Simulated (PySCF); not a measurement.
## A small calculation by hand: chemical shift, span and skew from a shielding tensor

C5H8O, SMILES C=CCOC=C. Atoms are numbered in the order given.

```xyz
14

C      2.2596     0.8747     0.3797
C      1.9483    -0.4084     0.1923
C      0.5655    -0.9332    -0.0419
O     -0.3727     0.1208    -0.0515
C     -1.6786    -0.2279    -0.1282
C     -2.6546     0.6591    -0.3385
H      1.4862     1.6457     0.3705
H      3.2939     1.1858     0.5458
H      2.7294    -1.1778     0.2002
H      0.5357    -1.4852    -1.0043
H      0.3098    -1.6702     0.7479
H     -1.8891    -1.2972     0.0119
H     -2.4336     1.7194    -0.4793
H     -3.6928     0.3271    -0.3616
```
Charge 0, spin multiplicity 1.

Geometry optimised at B3LYP-D3(BJ)/def2-SVP. The values are those of a single conformer.

GIAO shieldings from PBE0/pcSseg-1 run with PySCF, non-relativistic, no solvent. The symmetric part of the tensor of C5 has the principal values -77.4, 63.1, 93.5 ppm. The same nucleus in TMS has σ = 186.3 ppm at this level (PySCF, at its B3LYP-D3(BJ)/def2-TZVP geometry).

Task: Work out the isotropic shielding, the ¹³C shift against TMS, the span and the skew.

Result: 
σ(iso) = (σ11 + σ22 + σ33)/3 = 26.4 ppm. δ = σ(ref) − σ(iso) = 186.3 − (26.4) = 159.9 ppm.
Span Ω = σ33 − σ11 = 170.9 ppm. Skew κ = 3(σ(iso) − σ22)/Ω = -0.64. Tumbling in solution averages the tensor to δ; in a static solid the shielding alone would spread this spin-1/2 line over Ω.
